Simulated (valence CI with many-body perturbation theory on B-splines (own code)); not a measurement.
## Au LXXV: fill in the table

Method: valence CI with perturbative core correlation (CI+MBPT): three valence electrons over a frozen Dirac-Fock core [He], a basis of 11 s, 11 p, 10 d, 8 f, 5 g, 2 h functions for each j, with the one-electron correlation potential Σ1, the two-electron term Σ2, the three-electron term Σ3, Breit, model QED; selected CI, second order for the rest, scaled by the run's own slope (own B-spline code, finite nucleus).

The last digits are not significant, and no measured levels were compared; by estimate large intervals hold to a few tenths of a per cent, small ones and those within an open d or f shell to about a per cent.

| Level | E (Ry) |
| --- | --- |
| (2s^2 2p1/2) J=1/2 | 0.00 |
| (2s 2p1/2^2) J=1/2 | 22.40 |
| (2s^2 2p3/2) J=3/2 | ? |
| (2s 2p1/2 2p3/2) J=3/2 [a] | 161.18 |
| (2s 2p1/2 2p3/2) J=5/2 | 164.27 |
| (2s 2p1/2 2p3/2) J=1/2 | ? |
| (2s 2p1/2 2p3/2) J=3/2 [b] | 170.32 |
| (2p1/2^2 2p3/2) J=3/2 | 193.44 |
| (2s 2p3/2^2) J=5/2 | 307.81 |
| (2s 2p3/2^2) J=1/2 | 316.62 |
| (2s 2p3/2^2) J=3/2 | 316.66 |
| (2p1/2 2p3/2^2) J=3/2 | 334.74 |
| (2p1/2 2p3/2^2) J=5/2 | ? |
| (2p1/2 2p3/2^2) J=1/2 | ? |
| (2p3/2^3) J=3/2 | 483.51 |
| (2s^2 3s) J=1/2 | 911.88 |
| (2s^2 3p1/2) J=1/2 | ? |
| (2s 2p1/2 3s) J=1/2 [a] | 926.89 |
| (2s 2p1/2 3s) J=3/2 | 929.10 |
| (2s 2p1/2 3s) J=1/2 [b] | ? |

Levels are named by their leading jj configuration (3d3/2^4 stands for four electrons in 3d with j = 3/2), which in mixed levels can hold well under half, so a name can repeat and another be missing. Letters in brackets count levels of one name in rising energy.

The levels stand in rising order. What does the calculation give for the missing energies?

(2s^2 2p3/2) J=3/2 145.33; (2s 2p1/2 2p3/2) J=1/2 170.19; (2p1/2 2p3/2^2) J=5/2 336.40; (2p1/2 2p3/2^2) J=1/2 341.11; (2s^2 3p1/2) J=1/2 919.22; (2s 2p1/2 3s) J=1/2 [b] 931.65.
